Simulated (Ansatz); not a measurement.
Osmium tetroxide, O4Os. Charge 0, multiplicity 1. Correlated methods include outer-core shells of Os, which these sets cover unevenly. Os: def2 effective core potential.

```xyz
5

O     0.524   -0.778   -1.406
Os    0.000    0.000    0.000
O     1.302    0.177    1.064
O    -0.616    1.524   -0.395
O    -1.210   -0.922    0.737
```

Task: Give the diagnostics of a CCSD(T)/def2-TZVPP run (frozen core, Ansatz). (Estimate.)

Result: Ansatz gave: T1 = 0.0260, largest single amplitude 0.086, largest double 0.050, (T) share of the correlation energy 7.2 %, 12 CCSD cycles. The RHF solution is stable towards an unrestricted one. T1 lies over the customary mark of 0.02 for closed shells; compounds of d metals often pass it without a breakdown.
